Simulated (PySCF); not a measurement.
Structure problem from calculated spectra and properties.

Elements present: C, F, H, O and Si. Monoisotopic mass: 137.9949 u.

| Property | Result |
| --- | --- |
| UV, first state | lowest singlet excitation: 5.90 eV (210 nm, f = 0.001) [TDDFT wB97X-D/def2-SVPD] |
| Rotational structure | rotational constants A, B, C: 2.648, 1.607, 1.230 GHz [GFN2-xTB] |
| 1H NMR | chemical shifts (computed TMS as zero) by class: 5.04 (2 H), 3.98 (1 H), 3.94 (1 H) ppm [GIAO PBE0/pcSseg-1] |
| NMR, other nuclei | isotropic shieldings of nuclei other than C and H, by class: 125 (1 O), 226 (1 O), 257 (2 F), 364 (1 Si) ppm [GIAO PBE0/pcSseg-1] |
| Triplet | lowest triplet excitation (Tamm–Dancoff): 4.61 eV [TDA wB97X-D/def2-SVPD] |
| 13C NMR | chemical shifts (computed TMS as zero) by class: 168.6 (1 C), 138.3 (1 C), 71.4 (1 C) ppm [GIAO PBE0/pcSseg-1] |
| UV, strongest line | among the 8 lowest singlet transitions: S3 at 7.23 eV (171 nm, f = 0.578) [TDDFT wB97X-D/def2-SVPD] |

Gas-phase values; electronic properties from PySCF, density fitting. Levels stand in brackets. Geometry: GFN2-xTB; no solvent, vibrations or thermal averaging. Each NMR value is the plain mean over a class of atoms that symmetry, rotation or inversion makes alike.

Task: Which formula fits the mass and the elements?

Result: C3H4F2O2Si (calculated 137.9949). No other formula that holds each of these elements comes within 0.0003 u with a fitting electron parity and a possible valence count.

Task: Propose a structure and show how it fits.

Result: Numbering: `[CH2:1]=[C:2]1[O:3][SiH2:4][C:5]([F:6])([F:7])[O:8]1`. Its formula, C3H4F2O2Si, gives 2 degrees of unsaturation: 1 ring and 1 π bond in the structure found. 3 carbons fall into 3 classes; from least to most shielded: vinylic carbon bearing oxygen [C2] (168.6 ppm), CF2 carbon [C5] (138.3 ppm), terminal =CH2 carbon [C1] (71.4 ppm). Hydrogen classes from least to most shielded: 2 H on an oxygen-bound silicon, Si4 (5.04 ppm), 1 H on a terminal =CH2 carbon, C1 (3.98 ppm), 1 H on a terminal =CH2 carbon, C1 (3.94 ppm). The other shieldings belong to: 125 ppm, cyclic ether oxygen [O8]; 226 ppm, silyl ether oxygen [O3]; 257 ppm, fluorine of a CF2 group [F6/F7]; 364 ppm, oxygen-bound silicon [Si4]. The optimised geometry has point group Cs and is an asymmetric top. Structure: `C=C1O[SiH2]C(F)(F)O1`. Computed isomers that give other values at the same levels: `FC1(F)C=C(O[SiH3])O1` (13C chemical shifts (computed TMS as zero) by class: 170.5 (1 C), 126.3 (1 C), 81.1 (1 C) ppm); `F/C=C1/OC[Si@H](F)O1` (13C chemical shifts (computed TMS as zero) by class: 161.1 (1 C), 127.6 (1 C), 57.9 (1 C) ppm). The assignments are read from this structure; whether some other isomer fits the data as well wasn't checked.
